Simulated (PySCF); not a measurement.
## Field gradients at the hydrogen positions

C₅H₁₁ClOSi₂.
Numbering: `[CH2:1]=[CH:2]/[C:3](=[CH:4]/[SiH2:5][O:6][CH3:7])[SiH2:8][Cl:9]` (hydrogens: H10, H11 on C1; H12 on C2; H13 on C4; H14, H15 on Si5; H16, H17, H18 on C7; H19, H20 on Si8)

Cartesian coordinates in Å at the GFN2-xTB level; atoms count from 1:
```
atom  x, y, z in Å
C1    -3.666   -0.627   -0.565
C2    -2.392   -0.701   -0.933
C3    -1.283    0.037   -0.342
C4    -0.031   -0.365   -0.614
Si5    1.563    0.336    0.068
O6     2.615   -0.732   -0.556
C7     3.996   -0.775   -0.387
Si8   -1.644    1.510    0.788
Cl9   -1.922    0.841    2.670
H10   -4.000    0.018    0.230
H11   -4.424   -1.230   -1.037
H12   -2.115   -1.395   -1.720
H13    0.087   -1.221   -1.274
H14    1.630    0.344    1.535
H15    1.855    1.696   -0.413
H16    4.378   -1.640   -0.931
H17    4.257   -0.871    0.669
H18    4.464    0.132   -0.778
H19   -2.855    2.218    0.370
H20   -0.519    2.437    0.808
```

Level: PBE0/pcSseg-1 (PySCF, non-relativistic); Q(2H) = 0.00286 b; rigid geometry, the same for H and D, with no vibrational averaging.

Question: Rank these positions by the coupling χzz of a deuteron there, largest first.
A. H18 (methyl hydrogen)
B. H11 (vinylic hydrogen)
C. H13 (vinylic hydrogen)
D. H19 (Si–H hydrogen)

Answer: B (226 kHz), C (212 kHz), A (199 kHz), D (107 kHz).

Question: Give the electric field gradient Vzz (the principal value of largest size), its asymmetry and the 2H coupling at each hydrogen.

Answer: 
```json
{"atom": "H10", "bonded to": "C1", "bond length (Å)": "1.077", "Vzz (au)": "0.3345", "η": "0.07", "χzz (kHz)": "225"}
{"atom": "H11", "bonded to": "C1", "bond length (Å)": "1.077", "Vzz (au)": "0.3362", "η": "0.05", "χzz (kHz)": "226"}
{"atom": "H12", "bonded to": "C2", "bond length (Å)": "1.085", "Vzz (au)": "0.3165", "η": "0.07", "χzz (kHz)": "213"}
{"atom": "H13", "bonded to": "C4", "bond length (Å)": "1.087", "Vzz (au)": "0.3161", "η": "0.04", "χzz (kHz)": "212"}
{"atom": "H14", "bonded to": "Si5", "bond length (Å)": "1.469", "Vzz (au)": "0.1544", "η": "0.05", "χzz (kHz)": "104"}
{"atom": "H15", "bonded to": "Si5", "bond length (Å)": "1.471", "Vzz (au)": "0.1543", "η": "0.04", "χzz (kHz)": "104"}
{"atom": "H16", "bonded to": "C7", "bond length (Å)": "1.091", "Vzz (au)": "0.3011", "η": "0.07", "χzz (kHz)": "202"}
{"atom": "H17", "bonded to": "C7", "bond length (Å)": "1.093", "Vzz (au)": "0.2966", "η": "0.08", "χzz (kHz)": "199"}
{"atom": "H18", "bonded to": "C7", "bond length (Å)": "1.093", "Vzz (au)": "0.2965", "η": "0.08", "χzz (kHz)": "199"}
{"atom": "H19", "bonded to": "Si8", "bond length (Å)": "1.463", "Vzz (au)": "0.1593", "η": "0.02", "χzz (kHz)": "107"}
{"atom": "H20", "bonded to": "Si8", "bond length (Å)": "1.458", "Vzz (au)": "0.1623", "η": "0.02", "χzz (kHz)": "109"}
```

Question: Average by the element that carries the hydrogen.

Answer: on C: 211 kHz over 7 positions, mean bond length 1.086 Å; on Si: 106 kHz over 4 positions, mean bond length 1.465 Å.

Question: How does χzz go with the bond length over the 7 C–H bonds?

Answer: A straight-line fit has a slope of -16.5 kHz for each 0.01 Å, with a correlation coefficient of -0.99, over lengths from 1.077 to 1.093 Å. The longer bonds have the smaller couplings here.

Isolated species at its GFN2-xTB geometry (one conformer only). GFN2-xTB bond lengths can be off by several hundredths of an ångström, more for odd bonds, and the gradients follow them. With a basis this small, the couplings can be 20 % off.
